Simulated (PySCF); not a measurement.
ClFHMoNS, SMILES [Mo](=[NH])(=[S])([Cl])[F], multiplicity 1. Geometry optimised at B3LYP-D3(BJ)/def2-SVP. The multiplicity is an assumed one; no other spin state was optimised. The structure was generated by enumeration; whether it is a known compound was not checked. The def2 effective core potentials stand for the cores of Mo; spin–orbit coupling is left out.

Problem. Give the equilibrium geometry at B3LYP-D3(BJ)/def2-SVP (PySCF confirms it by a frequency run) as Cartesian coordinates in Å. (Estimate from the structure and the level; the computed values follow.)

Solution. 
```xyz
6

Mo    -0.0844     0.0885    -0.2339
N     -0.3618    -0.9943    -1.5345
H     -0.0811    -1.6865    -2.2310
S      1.9937     0.0945     0.1565
F     -0.6423     1.7806    -0.7452
Cl    -1.1741    -0.7417     1.5883
```
